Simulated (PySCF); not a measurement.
**Phosphorus: a sound run and one with changed settings**

Sound run: P²⁺ [Ne] 3s2 3p1, P³⁺ [Ne] 3s2. Computed with PySCF 2.14 in 6-31G* (4s3p1d, 18 functions), with no relativity, point nucleus. The sound run starts from symmetry-adapted Hartree-Fock orbitals and uses a fine grid where one is needed.

Changed run: 6 angular points. This setting is unsound on purpose.

```json
{"species": "P²⁺", "method": "UHF", "sound run (hartree)": "-339.61887", "changed run (hartree)": "-339.61887", "converged": "yes"}
{"species": "P²⁺", "method": "B3LYP", "sound run (hartree)": "-340.14665", "changed run (hartree)": "-340.17265", "converged": "yes"}
{"species": "P²⁺", "method": "M06-L", "sound run (hartree)": "-340.12280", "changed run (hartree)": "-340.00979", "converged": "no"}
{"species": "P³⁺", "method": "UHF", "sound run (hartree)": "-338.52994", "changed run (hartree)": "-338.52994", "converged": "yes"}
{"species": "P³⁺", "method": "B3LYP", "sound run (hartree)": "-339.03019", "changed run (hartree)": "-339.03019", "converged": "yes"}
{"species": "P³⁺", "method": "M06-L", "sound run (hartree)": "-339.01276", "changed run (hartree)": "-339.01276", "converged": "yes"}
```

Ionisation energy of P²⁺:

| method | sound run (eV) | changed run (eV) |
| --- | --- | --- |
| UHF | 29.631 | 29.631 |
| B3LYP | 30.380 | 31.088 |

A coarse angular grid integrates products of high-l functions wrongly, so density functionals can shift, and the SCF can exploit the error; Hartree-Fock and MP2 need no grid.

For comparison, NIST gives 30.203 eV between the lowest levels.
